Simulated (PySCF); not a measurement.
## C5H13NP2: full NMR table

* Formula: C5H13NP2
* SMILES: CNP1CCPCC1
* InChI: InChI=1S/C5H13NP2/c1-6-8-4-2-7-3-5-8/h6-7H,2-5H2,1H3
* Point group of the computed structure: C1
* Carbon signals: 3
* Proton signals: 5

Atom-mapped SMILES (the numbers label the heavy atoms): `[CH3:1][NH:2][P:3]1[CH2:4][CH2:5][PH:6][CH2:7][CH2:8]1` (H(Xn): hydrogen on atom n).

Non-relativistic Hamiltonian, no solvent, fast rotation and ring inversion assumed for equivalent nuclei, one computed conformer. GFN2-xTB geometry; PBE0/pcSseg-1 with gauge-including orbitals; PySCF 2.14.

References, each an isolated molecule treated in the same way: TMS for ¹H (31.72 ppm) and ¹³C (186.93 ppm); H3PO4 for ³¹P (318.38 ppm); ¹⁵N (267.73 ppm) vs NH3.

```tsv
carbon	δC, type	δH (multiplicity)	HMBC from (2–3 bonds)	span of the C tensor (ppm)
C1	34.0, CH3	2.45 (m)	–	59
C4/C8	28.9, CH2	1.93 (m)	H(P6), H(C5)/H(C7), H(C4)/H(C8)	41
C5/C7	17.3, CH2	2.22 (m)	H(P6), H(C5)/H(C7), H(C4)/H(C8)	15
```

Other nuclei:
```
atoms  nucleus                                                   environment  δ (ppm)  σ (ppm)
H(P6)       ¹H  hydrogen on a phosphorus bonded to 2 C, in a 6-membered ring     3.00    28.72
H(N2)       ¹H                         hydrogen on a nitrogen bonded to C, P    -0.74    32.46
   P3      ³¹P             phosphorus bonded to 2 C, N, in a 6-membered ring     22.6    295.8
   P6      ³¹P             phosphorus bonded to 2 C, H, in a 6-membered ring   -121.4    439.8
   N2      ¹⁵N                                    nitrogen bonded to C, P, H     39.9    227.9
```

δC 34.0: methyl carbon bonded to N; pulled downfield by the heteroatom. δC 28.9, 17.3: sp3 CH2 bonded to P. δH 3.00: hydrogen on a phosphorus bonded to 2 C, in a 6-membered ring. δH 2.45: hydrogen on a methyl carbon bonded to N; its carbon carries N, an electronegative neighbour. δH -0.74: hydrogen on a nitrogen bonded to C, P; labile proton, position sensitive to the medium.

The OH or NH signal is concentration- and solvent-dependent in practice; the value given is the gas-phase one. Splittings by ³¹P in the carbon and heteronuclear signals aren't shown, as no couplings were computed. Shifts are as computed. Against solution values, carbons near 30 ppm lie about +3 ppm off and those near 130 ppm about +5 ppm. Of 1211 compounds with measured shifts, 218 miss one by over three times the rms of a fit or turn the order of signals round; such compounds aren't used in these exercises. Experimental scales use liquid or dissolved standards, which lie at an offset from isolated NH3 (liquid NH3: subtract about 20 ppm) and H3PO4. Multiplicities follow the n + 1 count of equivalent neighbours, as no J values were calculated; m marks all less simple cases, F and P coupling included.
